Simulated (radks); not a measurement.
Polarisabilities and homonuclear dispersion coefficients (atomic units). Code: a radial shooting solver on a logarithmic mesh with Libxc functionals. Model: scalar-relativistic Kohn-Sham, PBE, spin-polarised, spherical densities, finite nucleus; open shells are filled with parallel spins first (spin-orbit coupling, left out, can overturn this in heavy ions); Fermi nuclear charge, rms radius of each element as measured or else 0.836 A^(1/3) + 0.57 fm. Response by self-consistent Sternheimer equations with the Hartree and adiabatic LDA kernel, the relativistic mass of each level held fixed and spin-orbit coupling left out. For heavy and open-shell atoms this level of theory can miss by tens of per cent. "Uncoupled" leaves out the induced potential. Quadrupole and octupole values are given only where no p, d or f shell is open.

| species | configuration | alpha1 (bohr^3) | alpha1, uncoupled | alpha2 (bohr^5) | alpha3 (bohr^7) | C6 | C8 | recommended alpha1 |
|---|---|---|---|---|---|---|---|---|
| Xe | [Xe] | 28.92 | 47.66 | 233.6 | 3992 | 308.0 | 12930 | 27.32 +/- 0.2 |
| Cs+ | [Xe] | 16.27 | 27.37 | 91.95 | 1044 | 141.2 | 4252 | - |
| Ba2+ | [Xe] | 10.73 | 18.20 | 47.70 | 404.7 | 78.87 | 1876 | - |
| La3+ | [Xe] | 7.696 | 13.10 | 28.62 | 190.9 | 49.10 | 966.5 | - |
| Ce4+ | [Xe] | 5.815 | 9.911 | 19.03 | 101.6 | 32.76 | 549.0 | - |
| Pr5+ | [Xe] | 4.555 | 7.764 | 14.11 | 58.74 | 22.95 | 333.0 | - |
| Nd6+ | [Kr] 4d10 4f2 5s2 5p4 | 3.682 | 6.311 | - | - | 15.54 | - | - |
| Pm7+ | [Kr] 4d10 4f3 5s2 5p3 | 2.959 | 5.056 | - | - | 10.79 | - | - |
| Sm8+ | [Kr] 4d10 4f4 5s2 5p2 | 2.407 | 4.105 | - | - | 7.578 | - | - |

Recommended values: Schwerdtfeger and Nagle, table of static dipole polarisabilities (2023 update), measured or computed.
